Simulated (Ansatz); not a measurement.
Coupled-cluster diagnostics for B₈N⁺, Ansatz.

Geometry of the singlet (PBE0-D4/def2-SVP):

Cartesian coordinates in Å:
```
N -0.205 -0.172 0.305
B -0.982 -0.826 1.461
B -0.794 0.749 1.350
B 1.033 -0.809 -1.737
B 0.494 -2.073 -1.031
B 0.651 0.547 -0.968
B 0.466 2.068 -0.493
B -0.314 -1.681 0.299
B -0.348 2.196 0.814
```

Correlated methods freeze 9 core orbitals. Another isomer (singlet) lies 5.46 eV lower at PBE0-D4/def2-TZVP; other spin states weren't run for this one.

**Question.** Estimate the CCSD(T) correlation energy, the shares of MP2 and (T), T1 and the reference's ⟨S²⟩ for: charge 1, singlet, own geometry in def2-TZVPP; and the rough time on 4 threads of Intel Xeon Platinum 8488C on a shared host.

**Answer.** 
```tsv
state	basis	correlation (eV)	MP2 share (%)	(T) share (%)	T1	⟨S²⟩ (pure)	wall time	remarks
charge 1, singlet, own geometry	def2-TZVPP	-26.327	89.6	6.8	0.031	0.00 (0.00)	6.9 min	large T1, restricted SCF unstable
```
Customary marks for T1 are 0.02 (closed shells), 0.045 (open shells) and about 0.05 (3d metals). T1 exceeds 0.02 in 1 of 1 rows and 0.045 in 0; the higher it lies, the less the single-reference result can be trusted.
